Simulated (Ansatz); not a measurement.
Si₃₀H₃₄, a nanocrystal cut from hexagonal silicon, 64 atoms. Hardware: 4 threads of AMD EPYC 7R13 on a shared host and a share (37 GiB) of an NVIDIA H100 80GB HBM3.

Single mean-field runs in def2-SVP are fitted with def2-universal-jkfit.

(1) How many basis functions does each of these Ansatz runs have, and roughly what does it cost? PBE-D4/def2-SVP, charge 0 triplet at the geometry of the charge 0 singlet, energy, from earlier orbitals; PBE-D4/def2-SVP, charge 1 doublet at the geometry of the charge 0 singlet, energy, from earlier orbitals; PBE0-D4/def2-SVP, charge -1 doublet at the geometry of the charge 0 singlet, energy; PBE0-D4/def2-SVP, charge 0 singlet, energy and forces, from earlier orbitals; PBE0-D4/def2-SVP, charge 0 triplet at the geometry of the charge 0 singlet, energy; PBE-D4/def2-SVP, charge 0 singlet, energy, from earlier orbitals; PBE-D4/def2-SVP, charge 0 singlet, relaxation, 4 steps; r2SCAN-D4/def2-SVP, charge 0 singlet, energy and forces, from earlier orbitals; PBE-D4/def2-SVP, charge -1 doublet at the geometry of the charge 0 singlet, energy, from earlier orbitals; PBE0-D4/def2-SVP, charge 1 doublet at the geometry of the charge 0 singlet, energy.

Answers

(1) Other jobs shared the machine, so times can vary by a factor of up to 3.

```csv
run,functions,fitting or Cholesky vectors,wall time,peak host memory (GiB)
"PBE-D4/def2-SVP, charge 0 singlet, energy, from earlier orbitals",710,4452,6.5 s,1.3
"r2SCAN-D4/def2-SVP, charge 0 singlet, energy and forces, from earlier orbitals",710,4452,11 s,1.5
"PBE0-D4/def2-SVP, charge 0 singlet, energy and forces, from earlier orbitals",710,4452,13 s,3.7
"PBE-D4/def2-SVP, charge -1 doublet at the geometry of the charge 0 singlet, energy, from earlier orbitals",710,4452,15 s,1.5
"PBE-D4/def2-SVP, charge 1 doublet at the geometry of the charge 0 singlet, energy, from earlier orbitals",710,4452,16 s,1.5
"PBE0-D4/def2-SVP, charge -1 doublet at the geometry of the charge 0 singlet, energy",710,4452,17 s,1.6
"PBE-D4/def2-SVP, charge 0 triplet at the geometry of the charge 0 singlet, energy, from earlier orbitals",710,4452,30 s,1.5
"PBE-D4/def2-SVP, charge 0 singlet, relaxation, 4 steps",710,4452,34 s,1.4
"PBE0-D4/def2-SVP, charge 0 triplet at the geometry of the charge 0 singlet, energy",710,4452,40 s,1.6
"PBE0-D4/def2-SVP, charge 1 doublet at the geometry of the charge 0 singlet, energy",710,4452,46 s,1.6
```
